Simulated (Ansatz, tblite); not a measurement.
Removing an electron: (I2In-mu-H)3 (In3H3I6). Total charge 0; singlet. Geometry: PBE-D4/def2-SVP. Ansatz, gas phase; energy differences of separate SCF runs; the oxidised species was run as a doublet alone.

Cartesian coordinates in Å:
```
In 1.425 0.753 -1.281
I 3.415 -0.367 -2.692
I 0.745 3.350 -1.198
H 1.576 0.187 0.533
In 0.431 -0.162 2.021
I 0.962 -2.670 2.819
I 0.343 2.049 3.536
H -1.169 -0.209 0.983
In -1.820 -0.637 -0.759
I -2.103 -3.305 -0.882
I -3.626 1.228 -1.439
H -0.178 -0.216 -1.641
```

In the def2 sets I, In take a core potential; there is no spin–orbit coupling. The xTB rows come from tblite. Single mean-field runs in def2-TZVP are fitted with def2-universal-jkfit.

```tsv
level	−HOMO (eV)	vertical IE (eV)	−LUMO (eV)	HOMO–LUMO gap (eV)
HF/def2-TZVP	10.29	8.97	0.52	9.77
PBE0-D4/def2-TZVP	7.83	9.02	3.67	4.16
```

Question: Estimate the rows for GFN1-xTB, GFN2-xTB.

Answer: 
| level | −HOMO (eV) | vertical IE (eV) | −LUMO (eV) | HOMO–LUMO gap (eV) |
| --- | --- | --- | --- | --- |
| GFN1-xTB | 10.86 | 12.66 | 7.58 | 3.28 |
| GFN2-xTB | 12.50 | 14.18 | 9.80 | 2.69 |

Run but left out: PBE-D4/def2-TZVP (charge +1 doublet: an occupied level 0.03 eV above an empty one).  Raw xTB energy differences between charge states are shifted by several eV; the methods need an empirical correction for them.
